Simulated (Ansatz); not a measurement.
Start from `C[Se][Al]([Cl])[Cl]` and change one atom or group to get `N#[C][Al]([Cl])[Cl]`.

Ansatz, PBE0-D4/def2-TZVP geometries, multiplicity 1. Each molecule was computed in one conformer, which needn't be the lowest.

Scalar relativity is left out up to krypton.

```
                                          property  `C[Se][Al]([Cl])[Cl]`
              HOMO–LUMO gap (PBE0/def2-TZVPP) / eV                   6.29
                 HOMO energy (PBE/def2-TZVPP) / eV                  -6.15
size of the dipole moment (ωB97M-V/def2-TZVPP) / D                   1.99
               HOMO energy (B3LYP/def2-TZVPP) / eV                  -7.02
                 LUMO energy (PBE/def2-TZVPP) / eV                  -1.79
                LUMO energy (PBE0/def2-TZVPP) / eV                  -0.98
```

(1) What does the change do to each property? (Best estimate.)

Answers

(1) The calculation gave: 
```tsv
property	`N#[C][Al]([Cl])[Cl]`	shift
HOMO–LUMO gap (PBE0/def2-TZVPP) / eV	7.58	1.29
HOMO energy (PBE/def2-TZVPP) / eV	-8.47	-2.32
size of the dipole moment (ωB97M-V/def2-TZVPP) / D	2.41	0.42
HOMO energy (B3LYP/def2-TZVPP) / eV	-9.59	-2.57
LUMO energy (PBE/def2-TZVPP) / eV	-3.11	-1.32
LUMO energy (PBE0/def2-TZVPP) / eV	-2.31	-1.33
```

With PBE0 the HOMO falls by 2.62 eV and the LUMO falls by 1.33 eV, so the gap widens by about 1.29 eV. PBE moves the HOMO by -2.32 eV and ωB97M-V by -2.78 eV. Dipoles are sizes alone; their direction can turn.

B3LYP here is the variant with VWN-RPA as its local correlation; programs differ in this.

Spin–orbit coupling is left out; it splits and shifts lone-pair levels of the heavy atoms by tenths of an eV.
